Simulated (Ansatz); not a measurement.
Ansatz (a program for electronic structure) input (RI-MP2/def2-TZVPP):
A basis named .json is the Basis Set Exchange file of that set.

Ansatz 0.2 input:
```yaml
crystal:
  periodic: [false, false, false]
  atoms:
    - {symbol: Sn, position_ang: [-0.00000000, -0.00000000, -0.57849087]}
    - {symbol: Cl, position_ang: [0.00000000, 0.00000000, 1.70144373]}
basis:
  gaussian:
    orbitals: def2-TZVPP
    fitting: {mean_field: def2-universal-jkfit, correlation: def2-TZVPP-RIFIT.json}
total_charge: 1
magnetization: {spin_polarized: false}
correlation: {method: mp2, electrons: outside_noble_gas}
```

End of the output:

```
integrals: 0.03 GiB planned
346 factors; integrals over basis functions are off by at most 1.4e0 eV
307 factors; integrals over basis functions are off by at most 7.9e-1 eV
mean field: 0.16 GiB planned
mean field evaluation 1: about -18300.5398 eV, gradient 3.4e1 eV
mean field evaluation 2: about -18302.9566 eV, gradient 2.4e1 eV
mean field evaluation 4: about -18304.2004 eV, gradient 7.9e-1 eV
mean field evaluation 8: about -18304.2054 eV, gradient 2.7e-6 eV
mean field -18304.20535912 eV, -672.6671399116 hartree, gradient 2.7e-6 eV, S^2 0.000000; 0 other end points of the search recorded, 0 dependent functions left out
14 core orbitals not correlated
reference -18304.20535912 eV, -672.6671399116 hartree; 5, 5 occupied and 73, 73 virtual orbitals, 307 factors
second order -6.59725189 eV of doubles, -0.00000000 eV of singles
Total energy: -18310.80261101 eV, -672.9095844469 hartree
```
